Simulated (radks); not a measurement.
Results of a calculation; reference values are marked as such.
Pb, 82 electrons, occupied as [Xe] 4f10 5d10 6s2 6p6 (not the ground configuration). Code: a radial shooting solver on a logarithmic mesh with Libxc functionals. Model: Dirac Kohn-Sham, PBEsol, spin-unpolarised, spherical densities, point nucleus; open shells fill j = l - 1/2 first.

X-ray form factor f0, the Fourier transform of the density (f0(0) = 82):

sin(theta)/lambda (1/angstrom)  f0 (electrons)
0.05                                    80.587
0.1                                     76.977
0.15                                    72.424
0.2                                     67.873
0.25                                    63.700
0.3                                     59.940
0.4                                     53.354
0.5                                     47.706
0.6                                     42.905
0.8                                     35.491
1                                       29.972
1.25                                    24.500
1.5                                     20.327
2                                       15.411
